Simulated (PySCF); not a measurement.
# Löwdin shares of the frontier orbitals

Compound: C4H12BNSi.
Z-matrix (Å and degrees, GFN2-xTB geometry), rows numbered from 1:
```
B 
Si  1  1.9501
N   2  1.7278  1  109.40
C   3  1.4289  2  124.04  1  -177.73
C   4  1.5477  3  118.40  2   -93.13
C   5  1.5359  4   89.36  3  -131.16
C   6  1.5360  5   89.85  4    10.90
H   1  1.1692  2  119.60  3   166.02
H   1  1.1697  2  123.79  3   -15.25
H   2  1.4904  1  112.49  3   125.17
H   2  1.4775  1  116.51  3  -116.16
H   3  1.0101  2  118.23  1    32.90
H   4  1.0904  3  107.42  2    34.51
H   5  1.0887  4  111.92  3   -16.33
H   5  1.0872  4  115.95  3   109.51
H   6  1.0878  5  112.82  4  -103.79
H   6  1.0882  5  115.87  4   129.83
H   7  1.0875  4  116.09  3  -108.08
H   7  1.0889  4  111.93  3    17.77
```

Level of theory: TDDFT B3LYP/def2-SVPD, vertical, gas phase, core orbitals frozen in the response (PySCF).

Frontier orbitals with the atoms that hold most of them (Löwdin shares over 4%, at most four atoms; ? is withheld):

| orbital | ε (eV) | atoms |
| --- | --- | --- |
| HOMO-3 | -8.62 | C5 18%, C7 18%, C6 17%, Si2 7% |
| HOMO-2 | -8.53 | Si2 12%, B1 12%, C4 11%, C6 10% |
| HOMO-1 | -8.09 | B1 19%, Si2 15%, C4 13%, C7 12% |
| HOMO | ? | ? |
| LUMO | -2.65 | ? |
| LUMO+1 | 0.36 | Si2 18%, B1 16%, H12 9%, C5 7% |
| LUMO+2 | 0.61 | B1 41%, Si2 13%, H9 9%, H11 6% |

**Question.** Which atoms hold the HOMO, and with what shares?

**Answer.** N3 (bonded to C, Si and H) 52%; Si2 (bonded to B, N and 2 H) 9%; C5 (bonded to 2 C and 2 H) 9%; C4 (bonded to 2 C, N and H) 9%. By element: nitrogen 52%, carbon 18% or more, silicon 9%.

**Question.** Which atoms hold the LUMO, and with what shares?

**Answer.** B1 (bonded to Si and 2 H) 56%; Si2 (bonded to B, N and 2 H) 18%; H9 (bonded to B) 10%; H8 (bonded to B) 10%. By element: boron 56%, hydrogen 19% or more, silicon 18%.

**Question.** What is the HOMO energy, and the HOMO–LUMO gap?

**Answer.** ε(HOMO) = -6.23 eV; the gap is 3.57 eV (0.1314 hartree).

**Question.** How does S1 compare with the orbital gap of 3.57 eV?

**Answer.** S1 is at 2.76 eV (f = 0.0086), 0.82 eV below the gap, made of HOMO→LUMO (100%). 

**Question.** One configuration dominates each of S1, S2 and S6. Which, and how do the shares of the two leading atoms of either orbital change from the occupied to the empty one?

**Answer.** 
- S1 (2.76 eV, f 0.0086), HOMO→LUMO (100%): N3 52% → at most 7%, Si2 9% → 18%, B1 at most 10% → 56%
- S2 (4.26 eV, f 0.0019), HOMO-1→LUMO (78%): B1 19% → 56%, Si2 15% → 18%
- S6 (5.59 eV, f 0.010), HOMO→LUMO+1 (94%): N3 52% → at most 7%, Si2 9% → 18%, B1 at most 10% → 16%

Time: 99 s wall (grids of density and orbitals included); peak memory 0.96 GiB. Hardware: an Arm Neoverse N1 with one thread, no GPU, on a shared host.

One conformer stands for the species.
